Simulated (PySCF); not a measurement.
C2H3F3O, SMILES OCC(F)(F)F. Atoms are numbered in the order given.

```xyz
9

O     -1.9796    -0.0210     0.2825
C     -0.8161     0.7336     0.4460
C      0.4186    -0.0119    -0.0343
F      0.2701    -0.3692    -1.3294
F      1.5090     0.7653     0.0542
F      0.6467    -1.1289     0.6640
H     -2.0857    -0.2112    -0.6600
H     -0.6892     0.9417     1.5188
H     -0.8345     1.7033    -0.0890
```

Geometry optimised at B3LYP-D3(BJ)/def2-SVP. The values are those of a single conformer.

Level of theory: TDDFT-ωB97X/def2-SVPD (PySCF 2.14.0).

Vertical excitations. Isolated molecule, no solvent.

```json
[
 {"state": "S1", "energy (eV)": "8.15", "λ (nm)": "152", "f": "0.008", "main pairs": "HOMO→LUMO 82 %"},
 {"state": "S2", "energy (eV)": "9.74", "λ (nm)": "127", "f": "0.041", "main pairs": "HOMO→LUMO+1 69 %, HOMO→LUMO+2 14 %"},
 {"state": "S3", "energy (eV)": "9.82", "λ (nm)": "126", "f": "0.014", "main pairs": "HOMO−1→LUMO 80 %"},
 {"state": "S4", "energy (eV)": "10.07", "λ (nm)": "123", "f": "0.018", "main pairs": "HOMO→LUMO+3 58 %, HOMO→LUMO+2 14 %"},
 {"state": "S5", "energy (eV)": "10.45", "λ (nm)": "119", "f": "0.031", "main pairs": "HOMO→LUMO+2 26 %, HOMO→LUMO+3 21 %, HOMO→LUMO+4 14 %, HOMO→LUMO+6 9 %"},
 {"state": "S6", "energy (eV)": "11.00", "λ (nm)": "113", "f": "0.015", "main pairs": "HOMO→LUMO+4 41 %, HOMO−1→LUMO+1 14 %, HOMO→LUMO+6 10 %, HOMO→LUMO+5 8 %"},
 {"state": "S7", "energy (eV)": "11.07", "λ (nm)": "112", "f": "0.047", "main pairs": "HOMO−1→LUMO+1 46 %, HOMO→LUMO+5 21 %"},
 {"state": "S8", "energy (eV)": "11.22", "λ (nm)": "111", "f": "0.040", "main pairs": "HOMO→LUMO+5 23 %, HOMO→LUMO+2 20 %, HOMO−1→LUMO+1 16 %, HOMO→LUMO+4 11 %"},
 {"state": "S9", "energy (eV)": "11.54", "λ (nm)": "107", "f": "0.034", "main pairs": "HOMO→LUMO+6 39 %, HOMO→LUMO+7 12 %, HOMO→LUMO+8 9 %, HOMO→LUMO+9 8 %"},
 {"state": "S10", "energy (eV)": "11.56", "λ (nm)": "107", "f": "0.068", "main pairs": "HOMO−1→LUMO+3 55 %, HOMO−1→LUMO+2 17 %"},
 {"state": "T1", "energy (eV)": "7.79", "λ (nm)": "159", "f": "0", "main pairs": "HOMO→LUMO 74 %, HOMO→LUMO+1 14 %"},
 {"state": "T2", "energy (eV)": "9.48", "λ (nm)": "131", "f": "0", "main pairs": "HOMO−1→LUMO 61 %, HOMO→LUMO+1 9 %"},
 {"state": "T3", "energy (eV)": "9.56", "λ (nm)": "130", "f": "0", "main pairs": "HOMO→LUMO+1 48 %, HOMO−1→LUMO 12 %, HOMO→LUMO 12 %"},
 {"state": "T4", "energy (eV)": "9.83", "λ (nm)": "126", "f": "0", "main pairs": "HOMO→LUMO+3 33 %, HOMO→LUMO+2 25 %, HOMO→LUMO+5 7 %, HOMO→LUMO+7 5 %"}
]
```
Triplets are in the Tamm–Dancoff approximation, which puts them higher than full response would, so one can lie above its singlet here.
